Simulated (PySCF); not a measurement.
Computed IR spectrum (relative IR intensity) of a molecule C₃H₇NSi. Geometry: PBE-D3(BJ)/def2-SVP. Other conformers were not sampled. These are PBE-D3(BJ)/def2-SVP (PySCF 2.14.0) values and carry that method's errors. Frequencies are harmonic and unscaled.

Lines under 2 % of the strongest are left out, and lines within 2 cm⁻¹ are merged.

| ν (cm⁻¹) | relative intensity |
|---|---|
| 411 | 14 |
| 521 | 7.9 |
| 626 | 15 |
| 649 | 33 |
| 678 | 20 |
| 849 | 9.7 |
| 871 | 50 |
| 906 | 67 |
| 922 | 23 |
| 932 | 32 |
| 948 | 80 |
| 954 | 5.5 |
| 1018 | 35 |
| 1053 | 29 |
| 1171 | 2.8 |
| 1198 | 42 |
| 1320 | 56 |
| 1398 | 11 |
| 1561 | 17 |
| 2106 | 100 |
| 2171 | 52 |
| 2182 | 59 |
| 2972 | 15 |
| 3035 | 7.6 |
| 3127 | 5.6 |

Question: Pick the molecule that these values belong to.
A) NCC#C[SiH3]
B) [SiH3]N1C=CC1
C) C[SiH2]CC#N
D) C1=NCC[SiH2]1

Answer: B, [SiH3]N1C=CC1
